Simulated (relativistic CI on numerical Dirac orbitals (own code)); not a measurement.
Computed by Dirac-Coulomb-Breit CI, KLI orbitals optimised for each configuration, a model potential for QED, unscaled Slater integrals (own radial code, finite nucleus).

The strongest absorption lines from the ground level of an ion, among the configurations computed and to levels below about 5990 eV (vacuum wavelength in nm, gf): 0.20774 (0.25), 0.26886 (0.41), 0.26936 (0.26), 0.27019 (0.18), 0.27356 (0.51), 0.27426 (1.1), 2.8504 (0.13), 2.8607 (0.19).

Problem. Which ion is it?
A. Sn45+
B. Sn43+
C. Mo37+
D. Xe49+

Solution. A. Sn45+ has 5 electrons and the ground level 2s2 2p 2P°_1/2; the strongest line goes to 2s 2p 3p 4D_3/2. The pattern of lines fixes the number of electrons, and along that sequence the line energies rise steadily with the charge (about as its square where n changes within one kind of shell, about linearly where n is kept but much faster in heavy ions where fine structure, which grows about as Z⁴, sets the gap, and irregularly where shells cross), which fixes Z. Configurations outside the model, such as inner-shell arrays, can give stronger lines. At this charge energies of transitions that change n are usually good to better than 1 %, and those within a shell (Δn = 0) to a few per cent.

LS names give the leading component of a level, which can be under half, so a name can repeat, a term be missing and a line seem to break the LS rules.
